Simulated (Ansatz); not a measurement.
Cartesian coordinates in Å:
```
O -1.637 0.676 -0.602
Hf 0.098 0.101 -0.014
O 0.597 -1.465 -1.009
O 1.429 1.472 -0.151
S 0.002 -0.439 2.403
H -2.438 0.723 -1.112
H 1.164 -2.125 -1.394
H 1.848 2.301 -0.359
H -1.064 -1.244 2.239
```

Charge 0, multiplicity 1. Hf takes the def2 core potential.

(1) List the PBE/def2-TZVPP orbital energies in eV (Ansatz 0.2.0). (An estimate is asked.)

## Answers

(1) Computed: Occupied: -2394.83, -510.15, -510.03, -509.99, -207.81, -153.96, -153.81, -153.76, -63.82, -33.86, -33.78, -33.50, -24.13, -23.82, -23.77, -16.92, -12.59, -12.14, -12.09, -9.39, -8.31, -8.27, -7.97, -7.75, -7.65, -7.39, -6.73, -5.74. Lowest empty: -0.90, -0.84, -0.37, -0.14, 0.13, 0.27, 0.64, 0.92.
